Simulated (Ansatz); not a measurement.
This geometry of CH$_{7}$BSn (10 atoms, charge 0, multiplicity 1) is a first-order saddle point.

Theory: RHF/def2-SVP (Ansatz).

```xyz
10
Properties=species:S:1:pos:R:3
C -1.177 0.977 -0.741
B -0.315 -0.343 -0.706
Sn 1.220 -0.769 0.951
H -1.844 1.060 -1.600
H -0.525 1.856 -0.715
H -1.779 1.041 0.174
H -0.440 -1.180 -1.560
H 2.794 -0.966 0.292
H 1.309 0.490 2.116
H 0.839 -2.216 1.793
```

(1) Which two structures does it join? (They come from a converged band through this point; their orientation in space is the band's.)

(2) How far does it lie above each of them?

Answers

(1) No bond is made or broken. The dihedral H6–C1–B2–Sn3 goes from -1 to -145°.

Initial state:

```xyz
10
Properties=species:S:1:pos:R:3
C -1.156 1.020 -0.730
B -0.217 -0.243 -0.707
Sn 1.182 -0.832 1.015
H -2.187 0.693 -0.911
H -0.891 1.637 -1.597
H -1.141 1.647 0.161
H -0.225 -0.961 -1.673
H 2.819 -0.847 0.498
H 1.079 0.242 2.352
H 0.820 -2.407 1.594
```

Final state:

```xyz
10
Properties=species:S:1:pos:R:3
C -1.187 0.998 -0.706
B -0.341 -0.326 -0.638
Sn 1.225 -0.799 0.972
H -0.686 1.614 -1.469
H -1.223 1.587 0.211
H -2.202 0.833 -1.076
H -0.480 -1.135 -1.518
H 2.783 -0.994 0.278
H 1.346 0.432 2.164
H 0.847 -2.263 1.785
```

(2) 1.5 kJ/mol above the first and 1.6 kJ/mol above the second. This is the barrier of this one path; another mechanism may lie lower.

The run took 62 s on 1 thread of Arm Neoverse V2 (shared host), peak memory 0.16 GiB.
